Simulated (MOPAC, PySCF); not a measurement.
C6H4Se2, SMILES `c1cc2[se]ccc2[se]1`, neutral singlet in the gas phase. 

Z-matrix (Å, degrees):
```
C
C 1 1.4047
C 2 1.4296 1 116.41
C 3 1.3776 2 113.30 1 0.00
H 4 1.0973 3 127.14 2 -180.00
H 3 1.0991 4 122.65 5 0.00
C 1 1.4296 2 116.41 3 -180.00
C 7 1.3776 1 113.30 2 0.00
H 8 1.0973 7 127.14 1 -180.00
H 7 1.0991 8 122.65 9 0.00
Se 4 1.8843 5 119.89 3 -180.00
Se 8 1.8843 9 119.89 7 -180.00
```
Charge 0, multiplicity 1.

All levels are single points at this geometry (PBE-D3(BJ)/def2-SVP); Pople sets use spherical d functions. Orbital energies aren't observables, and empty levels follow the basis.

B3LYP/3-21G in PySCF gives dipole (D) = 0.00.

Q: Estimate the dipole (D) from each of these levels: PBE-D3(BJ)/def2-TZVP in PySCF; BP86/6-31G* in PySCF; PBE/6-31G* in PySCF; SVWN5/6-31G* in PySCF; HF/3-21G in PySCF; AM1 in MOPAC; PM3 in MOPAC; PM6 in MOPAC.

A: 
```json
[
 {"level": "PBE-D3(BJ)/def2-TZVP in PySCF", "dipole (D)": "0.00"},
 {"level": "BP86/6-31G* in PySCF", "dipole (D)": "0.00"},
 {"level": "PBE/6-31G* in PySCF", "dipole (D)": "0.00"},
 {"level": "SVWN5/6-31G* in PySCF", "dipole (D)": "0.00"},
 {"level": "HF/3-21G in PySCF", "dipole (D)": "0.00"},
 {"level": "AM1 in MOPAC", "dipole (D)": "0.00"},
 {"level": "PM3 in MOPAC", "dipole (D)": "0.00"},
 {"level": "PM6 in MOPAC", "dipole (D)": "0.00"}
]
```
